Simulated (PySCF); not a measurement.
CH₅ClOSn, SMILES C[O][SnH2][Cl].

Coordinates come from a PBE0-D3(BJ)/def2-SVP optimisation. The def2 effective core potentials stand for the cores of Sn; spin–orbit coupling is left out. One conformer was computed; it need not be the lowest.

Level of theory: PBE0-D3(BJ)/def2-SVP (PySCF).

Frequencies are harmonic and unscaled.

Computed vibrational spectrum:
```json
[
 {"mode": "1", "ν (cm⁻¹)": "56", "IR (km/mol)": "3.9", "Raman (Å⁴/amu)": "1.8", "depolarisation": "0.74", "moving atoms (share of kinetic energy)": "C 34 %, Cl 28 %, H 22 %, Sn 9 %"},
 {"mode": "2", "ν (cm⁻¹)": "116", "IR (km/mol)": "2.2", "Raman (Å⁴/amu)": "0.4", "depolarisation": "0.75", "moving atoms (share of kinetic energy)": "H 83 %, O 8 %"},
 {"mode": "3", "ν (cm⁻¹)": "147", "IR (km/mol)": "8.5", "Raman (Å⁴/amu)": "1.6", "depolarisation": "0.55", "moving atoms (share of kinetic energy)": "O 38 %, H 32 %, C 16 %, Cl 10 %"},
 {"mode": "4", "ν (cm⁻¹)": "225", "IR (km/mol)": "8.2", "Raman (Å⁴/amu)": "1.2", "depolarisation": "0.50", "moving atoms (share of kinetic energy)": "O 39 %, C 23 %, H 22 %, Sn 12 %"},
 {"mode": "5", "ν (cm⁻¹)": "374", "IR (km/mol)": "47.2", "Raman (Å⁴/amu)": "7.1", "depolarisation": "0.20", "moving atoms (share of kinetic energy)": "Cl 77 %, Sn 23 %"},
 {"mode": "6", "ν (cm⁻¹)": "443", "IR (km/mol)": "49.5", "Raman (Å⁴/amu)": "9.6", "depolarisation": "0.75", "moving atoms (share of kinetic energy)": "H 86 %"},
 {"mode": "7", "ν (cm⁻¹)": "515", "IR (km/mol)": "6.2", "Raman (Å⁴/amu)": "25.0", "depolarisation": "0.74", "moving atoms (share of kinetic energy)": "H 91 %"},
 {"mode": "8", "ν (cm⁻¹)": "572", "IR (km/mol)": "55.2", "Raman (Å⁴/amu)": "14.9", "depolarisation": "0.18", "moving atoms (share of kinetic energy)": "O 68 %, Sn 13 %, H 11 %"},
 {"mode": "9", "ν (cm⁻¹)": "646", "IR (km/mol)": "141.0", "Raman (Å⁴/amu)": "19.4", "depolarisation": "0.74", "moving atoms (share of kinetic energy)": "H 97 %"},
 {"mode": "10", "ν (cm⁻¹)": "674", "IR (km/mol)": "119.7", "Raman (Å⁴/amu)": "23.7", "depolarisation": "0.66", "moving atoms (share of kinetic energy)": "H 99 %"},
 {"mode": "11", "ν (cm⁻¹)": "1149", "IR (km/mol)": "194.0", "Raman (Å⁴/amu)": "4.1", "depolarisation": "0.67", "moving atoms (share of kinetic energy)": "O 49 %, C 42 %, H 8 %"},
 {"mode": "12", "ν (cm⁻¹)": "1175", "IR (km/mol)": "1.7", "Raman (Å⁴/amu)": "2.5", "depolarisation": "0.74", "moving atoms (share of kinetic energy)": "H 76 %, C 19 %"},
 {"mode": "13", "ν (cm⁻¹)": "1193", "IR (km/mol)": "4.6", "Raman (Å⁴/amu)": "3.1", "depolarisation": "0.05", "moving atoms (share of kinetic energy)": "H 71 %, C 20 %, O 9 %"},
 {"mode": "14", "ν (cm⁻¹)": "1467", "IR (km/mol)": "9.8", "Raman (Å⁴/amu)": "8.8", "depolarisation": "0.69", "moving atoms (share of kinetic energy)": "H 90 %, C 9 %"},
 {"mode": "15", "ν (cm⁻¹)": "1470", "IR (km/mol)": "4.0", "Raman (Å⁴/amu)": "21.7", "depolarisation": "0.73", "moving atoms (share of kinetic energy)": "H 96 %"},
 {"mode": "16", "ν (cm⁻¹)": "1480", "IR (km/mol)": "19.9", "Raman (Å⁴/amu)": "14.7", "depolarisation": "0.75", "moving atoms (share of kinetic energy)": "H 94 %"},
 {"mode": "17", "ν (cm⁻¹)": "1949", "IR (km/mol)": "102.5", "Raman (Å⁴/amu)": "240.6", "depolarisation": "0.13", "moving atoms (share of kinetic energy)": "H 99 %"},
 {"mode": "18", "ν (cm⁻¹)": "1994", "IR (km/mol)": "110.4", "Raman (Å⁴/amu)": "176.6", "depolarisation": "0.30", "moving atoms (share of kinetic energy)": "H 99 %"},
 {"mode": "19", "ν (cm⁻¹)": "2989", "IR (km/mol)": "83.6", "Raman (Å⁴/amu)": "135.7", "depolarisation": "0.02", "moving atoms (share of kinetic energy)": "H 97 %"},
 {"mode": "20", "ν (cm⁻¹)": "3065", "IR (km/mol)": "41.8", "Raman (Å⁴/amu)": "62.9", "depolarisation": "0.67", "moving atoms (share of kinetic energy)": "H 91 %, C 9 %"},
 {"mode": "21", "ν (cm⁻¹)": "3113", "IR (km/mol)": "27.9", "Raman (Å⁴/amu)": "162.6", "depolarisation": "0.51", "moving atoms (share of kinetic energy)": "H 91 %, C 9 %"}
]
```
